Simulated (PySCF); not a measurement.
W (SMILES [W]), quintet (core potentials on W); PBE0/def2-TZVP run with PySCF.

PySCF was given this input:
```python
from pyscf import gto, scf, dft

mol = gto.M(
    atom='''
W     0.00000000    0.00000000    0.00000000
''',
    basis='def2-tzvp',
    ecp={'W': 'def2-tzvp'},
    spin=4,
    verbose=4,
)

mf = dft.UKS(mol)
mf.xc = 'pbe0'
mf.kernel()
```

Question: What does PySCF print? Leave out banner, timings and long lists.

Answer: 
```
PySCF version 2.14.0

[INPUT] verbose = 4
[INPUT] num. atoms = 1
[INPUT] num. electrons = 14
[INPUT] charge = 0
[INPUT] spin (= nelec alpha-beta = 2S) = 4
[INPUT] symmetry False subgroup None
[INPUT] Mole.unit = angstrom
[INPUT] Symbol           X                Y                Z      unit          X                Y                Z       unit  Magmom
[INPUT]  1 W      0.000000000000   0.000000000000   0.000000000000 AA    0.000000000000   0.000000000000   0.000000000000 Bohr   0.0

nuclear repulsion = 0
number of shells = 14
number of NR pGTOs = 66
number of NR cGTOs = 40
basis = def2-tzvp
ecp = {'W': 'def2-tzvp'}

******** <class 'pyscf.dft.uks.UKS'> ********
method = UKS
initial guess = minao
damping factor = 0
level_shift factor = 0
DIIS = <class 'pyscf.scf.diis.CDIIS'>
diis_start_cycle = 1
diis_space = 8
diis_damp = 0
SCF conv_tol = 1e-09
SCF conv_tol_grad = None
SCF max_cycles = 50
direct_scf = True
direct_scf_tol = 1e-13
number electrons alpha = 9  beta = 5
XC library pyscf.dft.libxc version 7.1.2
    S. Lehtola, C. Steigemann, M. J. T. Oliveira, and M. A. L. Marques,  SoftwareX 7, 1–5 (2018)
XC functionals = pbe0
    C. Adamo and V. Barone,  J. Chem. Phys. 110, 6158 (1999)
    M. Ernzerhof and G. E. Scuseria,  J. Chem. Phys. 110, 5029 (1999)
radial grids:
    Treutler-Ahlrichs [JCP 102, 346 (1995); DOI:10.1063/1.469408] (M4) radial grids

becke partition: Becke, JCP 88, 2547 (1988); DOI:10.1063/1.454033
pruning grids: <function nwchem_prune>
grids dens level: 3
symmetrized grids: False
atomic radii adjust function: <function treutler_atomic_radii_adjust>
small_rho_cutoff = 0
Set gradient conv threshold to 3.16228e-05
tot grids = 24312
init E= -49.2943817854711

cycle= 1 E= -66.8854765941902  delta_E= -17.6  |g|= 0.212  |ddm|= 4.41
cycle= 2 E= -66.8980952866558  delta_E= -0.0126  |g|= 0.112  |ddm|= 0.482
cycle= 3 E= -66.90417142514  delta_E= -0.00608  |g|= 0.0194  |ddm|= 0.292
cycle= 4 E= -66.9045731060266  delta_E= -0.000402  |g|= 0.00365  |ddm|= 0.0516
cycle= 5 E= -66.904648854851  delta_E= -7.57e-05  |g|= 0.00119  |ddm|= 0.0277
cycle= 6 E= -66.9046651784112  delta_E= -1.63e-05  |g|= 0.000536  |ddm|= 0.0146
cycle= 7 E= -66.904669151927  delta_E= -3.97e-06  |g|= 0.000627  |ddm|= 0.00412
cycle= 8 E= -66.9046576007112  delta_E= 1.16e-05  |g|= 0.000119  |ddm|= 0.0184
cycle= 9 E= -66.9046574476007  delta_E= 1.53e-07  |g|= 5.78e-05  |ddm|= 0.00263
cycle= 10 E= -66.9046575127991  delta_E= -6.52e-08  |g|= 4.2e-05  |ddm|= 0.000816
cycle= 11 E= -66.9046575811359  delta_E= -6.83e-08  |g|= 4.35e-06  |ddm|= 0.00187
cycle= 12 E= -66.9046575815191  delta_E= -3.83e-10  |g|= 8.14e-07  |ddm|= 0.000153
Extra cycle  E= -66.9046575815214  delta_E= -2.23e-12  |g|= 5.6e-07  |ddm|= 3.81e-06
converged SCF energy = -66.9046575815214  <S^2> = 6.0107784  2S+1 = 5.0043095
```
